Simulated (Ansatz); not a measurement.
Calculated with Ansatz (gas phase, PBE0-D4/def2-TZVP geometries, no zero-point term in ΔE). CCSD(T)/CBS adds triple-zeta CCSD(T) − MP2 to the extrapolated MP2 energy (def2 sets, frozen cores). This one scheme is used for every species. DFT in def2-TZVPP. B3LYP here is the variant with VWN-RPA as its local correlation; programs differ in this. For Ge, Se outer-core shells are correlated without core-valence functions, which leaves a few kJ/mol of doubt a bond. Scalar relativity is left out up to krypton. One conformer a species, not always the lowest.

Consider the formal exchange of groups at the Se–B bond: `NCB(O)[SeH]` + `B[CH2][GeH3]` → `B[CH2][GeH2][SeH]` + `NCBO`.

(1) Is it downhill or uphill in electronic energy at CCSD(T)/CBS, and by how much? (An estimate is asked.)

(2) What do these levels give: PBE-D4, r2SCAN-D4, PBE0-D4, B3LYP-D4, ωB97X-V, B2PLYP, SCS-MP2/def2-TZVPP, CCSD/def2-TZVPP, SCS-MP2/def2-QZVPP, HF/CBS(def2), MP2/CBS(def2), CCSD/CBS(def2)? (Estimate.)

Largest T1 diagnostic among the species: 0.012.

Results:

(1) Computed: Downhill: ΔE = -16.4 kJ/mol.

(2) Ansatz gave: PBE-D4 -13.4, r2SCAN-D4 -12.3, PBE0-D4 -16.8, B3LYP-D4 -18.1, ωB97X-V -18.3, B2PLYP -17.2, SCS-MP2/def2-TZVPP -16.6, CCSD/def2-TZVPP -15.9, SCS-MP2/def2-QZVPP -17.3, HF/CBS(def2) -20.6, MP2/CBS(def2) -18.1, CCSD/CBS(def2) -17.5 kJ/mol.

In def2-TZVPP, CCSD(T) changes the Hartree–Fock value by +5.9 kJ/mol (the triples alone add +1.0 kJ/mol) and MP2 by +4.2 kJ/mol. From PBE to PBE0 (25 % exact exchange), in def2-TZVPP and without D4, ΔE moves by −3.4 kJ/mol.
